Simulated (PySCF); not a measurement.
## A small calculation by hand: entropy of an ideal gas

H3OSi, SMILES [O][SiH3] (connectivity only; charge and spin as stated), charge -1, multiplicity 1.

Geometry: B3LYP-D3(BJ)/def2-TZVPD. The spin state was assumed, not searched. The isomer is the one that the SMILES or the coordinates give; other isomers of the formula were not compared.

PySCF with B3LYP-D3(BJ)/def2-TZVPD gives the harmonic wavenumbers 720, 720, 957, 957, 991, 1090, 1921, 1921, 2005 cm⁻¹ and the rotational temperatures 4.3200, 0.7495, 0.7495 K. The molar mass is 47.11 g/mol, the symmetry number 3, the spin multiplicity 1.

Q: Work out the entropy at 298.15 K and 1 atm in the rigid-rotor, harmonic-oscillator model.

A: 
Translation (Sackur–Tetrode at 1 atm): S = R[1.5 ln M + 2.5 ln T − 1.16487] = 156.8 J/(mol K).
Rotation: q = (√π/σ) T^1.5/√(θA θB θC) = 1950, S = R[ln q + 3/2] = 75.5 J/(mol K).
Vibration: with u = 1.4388 ν/T, each mode gives R[u/(e^u − 1) − ln(1 − e^−u)]:
```
ν (cm⁻¹)  modes     u  S (J/(mol K))
--------  -----  ----  -------------
720           2  3.47           2.37
957           2  4.62           0.93
991           1  4.78           0.41
1090          1  5.26           0.27
1921          2  9.27           0.02
2005          1  9.68           0.01
```
These are all the modes. Sum 4.0 J/(mol K).
Spin: R ln 1 = 0.0 J/(mol K).
Total 236.3 J/(mol K); the program's own thermochemistry gives 236.3. Translation makes up 66 % and vibration 2 %. Anharmonicity, hindered rotation and orbital degeneracy are left out.
